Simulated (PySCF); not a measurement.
# Which basis set comes closest?

Molecule: SMILES CSc1ccoc1, C5H6OS.

Numbering as in the mapped SMILES `[CH3:1][S:2][c:3]1[cH:4][cH:5][o:6][cH:7]1`; H(Xn) means a hydrogen on atom n.

Geometry PBE0-D3(BJ)/def2-SVP throughout; GIAO in PySCF 2.14.0 with density-fitted response routines, gas phase, one conformer, non-relativistic; equivalent atoms averaged; functional PBE0.

Reference values (estimated from measurements, as parent shift plus tabulated substituent increments; solution, not stated per compound (mostly CDCl3 or CCl4); Pretsch, Buehlmann, Badertscher, Structure Determination of Organic Compounds, 4th ed. (2009)): δ(H(C7)) = 7.20 ppm, δ(H(C4)) = 6.25 ppm, δ(H(C5)) = 7.23 ppm. Computed shifts are taken against TMS, calculated as an isolated molecule at each level.

How do the basis sets STO-3G, pcSseg-0, 6-31G, 6-31G*, cc-pVDZ, def2-SVP, pcSseg-1, aug-cc-pVDZ, 6-311+G(2d,p), def2-TZVP, cc-pVTZ, IGLO-III perform against the reference? Times are CPU seconds on shared hosts with different chips, so compare them loosely.

Answers


| basis set | functions | H(C7) | H(C4) | H(C5) | mean abs. error H | core-s |
| --- | --- | --- | --- | --- | --- | --- |
| STO-3G | 45 | 5.96 | 5.48 | 6.52 | 0.91 | 3.1 |
| pcSseg-0 | 79 | 6.72 | 6.23 | 7.33 | 0.20 | 5.4 |
| 6-31G | 79 | 6.88 | 6.35 | 7.41 | 0.20 | 6.2 |
| 6-31G* | 114 | 6.58 | 6.02 | 7.13 | 0.32 | 9.3 |
| cc-pVDZ | 132 | 6.67 | 6.16 | 7.19 | 0.22 | 14 |
| def2-SVP | 132 | 6.39 | 6.14 | 6.98 | 0.39 | 14 |
| pcSseg-1 | 156 | 6.76 | 6.40 | 7.35 | 0.24 | 14 |
| aug-cc-pVDZ | 219 | 7.04 | 6.45 | 7.58 | 0.24 | 31 |
| 6-311+G(2d,p) | 233 | 6.94 | 6.41 | 7.46 | 0.22 | 24 |
| def2-TZVP | 259 | 6.95 | 6.43 | 7.45 | 0.22 | 40 |
| cc-pVTZ | 298 | 6.89 | 6.39 | 7.40 | 0.21 | 48 |
| IGLO-III | 314 | 6.97 | 6.41 | 7.49 | 0.22 | 52 |

For 1H the closest is pcSseg-0 (0.20 ppm, with 6-31G, cc-pVTZ, 6-311+G(2d,p), def2-TZVP, IGLO-III, cc-pVDZ practically level) and the furthest STO-3G (0.91 ppm). Where a smaller basis beats a larger one, errors probably cancel. One molecule is a small sample, and vibrational and solvent effects are absent from the calculation.

A small basis that lands close on one nucleus may do so by chance; judge by the trend and by all nuclei.
